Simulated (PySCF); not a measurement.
## A small calculation by hand: chemical shift, span and skew from a shielding tensor

SiClBr, SMILES Cl[Si]Br (connectivity only; charge and spin as stated), neutral, multiplicity 1. Atoms are numbered in the order given.

```xyz
3

Si     1.0208     0.6420     0.0000
Cl    -0.4798     2.0759     0.0000
Br    -0.1752    -1.2651     0.0000
```
Charge 0, spin multiplicity 1.

Coordinates come from a PBE0-D3(BJ)/def2-TZVP optimisation.

GIAO shieldings from PBE0/pcSseg-2 run with PySCF, non-relativistic, no solvent. The symmetric part of the tensor of Si1 has the principal values -421.6, 212.7, 234.6 ppm. The same nucleus in TMS has σ = 341.9 ppm at this level (PySCF, at its B3LYP-D3(BJ)/def2-TZVP geometry). Without spin–orbit terms, shifts of atoms bonded to Cl or Br come out too high.

### Question
Work out the isotropic shielding, the ²⁹Si shift against TMS, the span and the skew.

### Answer

σ(iso) = (σ11 + σ22 + σ33)/3 = 8.6 ppm. δ = σ(ref) − σ(iso) = 341.9 − (8.6) = 333.3 ppm.
Span Ω = σ33 − σ11 = 656.2 ppm. Skew κ = 3(σ(iso) − σ22)/Ω = -0.93. Tumbling in solution averages the tensor to δ; in a static solid the shielding alone would spread this spin-1/2 line over Ω.
